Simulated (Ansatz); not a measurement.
Basis sets compared for Al₉Sb₈Cl₃. Total charge 0; singlet. Geometry PBE-D4/def2-SVP. Ansatz on 2 threads of AMD EPYC 7R13 on a shared host and a share (18 GiB) of an NVIDIA H100 80GB HBM3; times are rough, and most runs start from earlier orbitals.

Cartesian coordinates in Å:
```
Sb -1.844 4.056 2.462
Sb -3.021 1.621 0.833
Sb 3.785 -1.562 -1.783
Sb -0.490 -1.130 -2.151
Sb 1.684 1.378 1.223
Sb -0.884 -0.587 4.463
Sb 0.996 -3.533 1.572
Sb -3.748 -2.155 0.513
Al -0.394 3.025 0.538
Al 1.887 0.372 -1.214
Al -0.778 0.267 0.126
Al -1.256 1.647 3.182
Al -2.385 -0.760 2.224
Al 1.924 -0.928 -3.566
Al 1.547 -2.457 -0.755
Al -1.180 -2.508 0.363
Al 0.476 -0.948 2.144
Cl 0.017 4.020 -1.311
Cl 1.980 1.501 -3.226
Cl 1.684 -1.319 -5.635
```

In the def2 sets Sb takes a core potential; there is no spin–orbit coupling. Single mean-field runs in def2-SVP, def2-TZVP are fitted with def2-universal-jkfit. The restricted singlet is unstable towards broken spin symmetry in Hartree–Fock (as tested in another run); at PBE-D4/def2-TZVP, PBE0-D4/def2-SVP, PBE0-D4/def2-TZVP this wasn't settled.

Binding counts from free atoms (Sb quartet, Al doublet, Cl doublet) in the same basis, without a counterpoise term.

```json
{"level": "PBE-D4/def2-SVP", "functions": "424", "energy (Eh)": "-5482.5570", "HOMO (eV)": "-4.59", "LUMO (eV)": "-3.76", "binding per atom (eV)": "3.10", "wall time": "3.8 s"}
{"level": "PBE0-D4/def2-SVP (with forces)", "functions": "424", "energy (Eh)": "-5482.9506", "HOMO (eV)": "-5.20", "LUMO (eV)": "-3.34", "binding per atom (eV)": "3.01", "wall time": "4.7 s"}
```

Question: Estimate the rows for PBE-D4/def2-TZVP, PBE0-D4/def2-TZVP.

Answer: 
| level | functions | energy (Eh) | HOMO (eV) | LUMO (eV) | binding per atom (eV) | wall time |
| --- | --- | --- | --- | --- | --- | --- |
| PBE-D4/def2-TZVP | 844 | -5483.8556 | -4.60 | -3.78 | 3.09 | 7 s |
| PBE0-D4/def2-TZVP | 844 | -5484.2302 | -5.19 | -3.31 | 3.01 | 10 s |
